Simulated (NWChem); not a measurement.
## Atomisation of CH3ClOSi

```
Si
H 1 1.4877
H 1 1.4877 2 110.82
C 1 1.9295 2 108.56 3 119.13
O 4 1.2048 1 118.44 2 -60.27
H 4 1.1251 5 121.08 1 180.00
Cl 1 2.0692 2 109.67 3 -121.23
```
Charge 0, spin multiplicity 1.

The numbers come from NWChem runs, not from measurements. The geometry was optimised at PBE0/def2-SVP, a minimum by its harmonic frequencies. It is one conformer; others weren't searched.

Basis set: def2-TZVP. The atomisation energy is electronic alone: no zero-point, thermal, spin-orbit or counterpoise terms. No value is extrapolated to the basis-set limit. Free atoms are single determinants with multiplicities O 3, C 3, Si 3, Cl 2, H 2.

The structure started from a generated list of species. No SCF solution was tested for a lower state. Open-shell Hartree-Fock references start from PBE0 orbitals.

Question: One of these methods gave an atomisation energy of 589.7 kcal/mol. Which?
A. PBE
B. PBE0
C. HF
D. BLYP

Answer: B, PBE0. The others give 421.4 (HF), 604.6 (PBE), 587.2 (BLYP).
